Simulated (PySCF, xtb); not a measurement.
thionyl fluoride cation (F₂OS), SMILES FS(F)=O (connectivity only; charge and spin as stated), charge +1, multiplicity 2.

The structure is a stationary point at B3LYP-D3(BJ)/def2-TZVP. The spin state was assumed, not searched.

The numbers are results of C-PCM-ωB97X/def2-SVP in PySCF, not measurements.

The values are the electrostatic part of the solvation free energy, E(continuum) − E(gas) at the gas-phase geometry, in a cavity of scaled van der Waals radii (PySCF's table); cavitation and dispersion terms are not included.

```json
[
 {"solvent": "water", "ε": "78.36", "ΔG(elec) (kcal/mol)": "-71.7"},
 {"solvent": "acetonitrile", "ε": "35.69", "ΔG(elec) (kcal/mol)": "-70.6"},
 {"solvent": "tetrahydrofuran", "ε": "7.43", "ΔG(elec) (kcal/mol)": "…"}
]
```

Q: What belongs in the gaps? (The exact figures need the calculation; the answer reports its results.)

A: 
- tetrahydrofuran, ΔG(elec) (kcal/mol): -62.8

For comparison, GFN2-xTB/ALPB(water) (xtb, at the GFN2-xTB geometry, all terms of that model) gives -70.7 kcal/mol.
